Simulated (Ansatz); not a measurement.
Consider the atomization: `OC1COB1[SiH3]` → B• + 2 C• + 7 H• + 2 O• + Si•.

Gas-phase electronic energies from Ansatz, PBE0-D4/def2-TZVP geometries. CCSD(T)/CBS is the MP2 limit (def2-TZVPP, def2-QZVPP) plus CCSD(T) − MP2 in def2-TZVPP, frozen cores. This one scheme is used for every species, atoms too. DFT in def2-TZVPP. No spin–orbit coupling; open shells (•) take unrestricted orbitals. Spin–orbit coupling would lower the free atoms: a little for B, C, O, Si. One conformer a species, not always the lowest.

(1) What is ΔE at CCSD(T)/CBS? (Best estimate.)

(2) What do these levels give: PBE-D4, ωB97M-V, B2PLYP, PBE, r2SCAN, MP2/def2-TZVPP, SCS-MP2/def2-TZVPP, CCSD/def2-TZVPP, MP2/def2-QZVPP, SCS-MP2/def2-QZVPP, HF/CBS(def2), CCSD/CBS(def2)? (An estimate is asked.)

Largest T1 diagnostic among the species: 0.015.

Results:

(1) The calculation gave: +1176.0 kcal/mol.

(2) The calculation gave: PBE-D4 1205.5, ωB97M-V 1182.1, B2PLYP 1164.1, PBE 1199.3, r2SCAN 1181.1, MP2/def2-TZVPP 1168.4, SCS-MP2/def2-TZVPP 1160.9, CCSD/def2-TZVPP 1127.3, MP2/def2-QZVPP 1186.2, SCS-MP2/def2-QZVPP 1180.9, HF/CBS(def2) 851.2, CCSD/CBS(def2) 1157.4 kcal/mol.

From PBE to PBE0 (25 % exact exchange), in def2-TZVPP and without D4, ΔE moves by −23.0 kcal/mol: exact exchange takes away binding that semilocal exchange gives to molecules. The D4 term adds +9.9 kcal/mol with B3LYP and +5.2 kcal/mol with PBE0; it sums over pairs of atoms, weighted by their polarisabilities, and B3LYP, whose exchange is more repulsive, gets the larger term. In def2-TZVPP, CCSD(T) changes the Hartree–Fock value by +296.3 kcal/mol (the triples alone add +18.6 kcal/mol) and MP2 by +318.9 kcal/mol; breaking electron pairs costs correlation energy, which Hartree–Fock lacks.

B3LYP here is the variant with VWN-RPA as its local correlation; programs differ in this.

For atomizations the MP2-based limit and the directly extrapolated one differ by several kJ/mol either way, and by 10 to 25 for some Ge, Se and Sn compounds, so smaller differences from it don't rank the levels.
